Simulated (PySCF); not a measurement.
Sn(Cl)3(Et) (C2H5Cl3Sn), SMILES [Cl][Sn]([CH2]C)([Cl])[Cl].

Geometry: B3LYP-D3(BJ)/def2-SVP. The def2 effective core potentials stand for the cores of Sn; spin–orbit coupling is left out. The values are those of a single conformer.

Vertical ionisation energy (IE) and electron affinity (EA) in eV. Rows of orbital energies are one-electron estimates. Where ΔSCF, EOM or ADC give a negative EA the extra electron is unbound and the value depends on the basis.

```csv
level,IE,EA
"−ε(HOMO), −ε(LUMO), CAM-B3LYP/def2-TZVP (PySCF)",10.01,1.41
"−ε(HOMO), −ε(LUMO), PBE/def2-TZVP (PySCF)",7.51,3.28
```
